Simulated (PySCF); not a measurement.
## Ionisation energy of Zr²⁵⁺ by level of theory

Zr²⁵⁺ [Ne] 3s2 3p3 [3p1/2^2 3p3/2^1, M_J = 3/2] → Zr²⁶⁺ [Ne] 3s2 3p2 [3p1/2^2, M_J = 0], as a difference of total energies. All numbers are calculated (PySCF 2.14, the two-component X2C-1e Hamiltonian, in an uncontracted even-tempered set (19 s from 3.5 bohr⁻², ratio 2.4; 13 p from 4.5 bohr⁻², ratio 2.4; 5 d from 18 bohr⁻², ratio 2.6; 4 f from 27 bohr⁻², ratio 2.6)). Correlated levels: 1s2 frozen; the 50 highest virtual spinors dropped. "Screened" scales the spin-orbit matrix elements by Boettger's factors to mimic the two-electron term; Breit and QED terms are absent.

```tsv
method	ionisation energy (eV)
GHF (spin-free)	1277.8
GMP2 (spin-free)	1278.2
GHF (screened spin-orbit)	1266.5
GMP2 (screened spin-orbit)	1266.4
```

Breit and QED terms and the two-electron picture change are absent.

The spin-free rows relax to the high-spin LS determinant and lack the spin-orbit shift.

The labels give the starting determinants; with spin-orbit coupling the two ends relaxed to ⟨J²⟩ = 3.76, ⟨L²⟩ = 1.14, ⟨S²⟩ = 2.48 and ⟨J²⟩ = 0.00, ⟨L²⟩ = 1.33, ⟨S²⟩ = 1.33.

For comparison: 1277 ± 5 eV (semi-empirical (NIST evaluation); NIST Atomic Spectra Database, ionization energies).
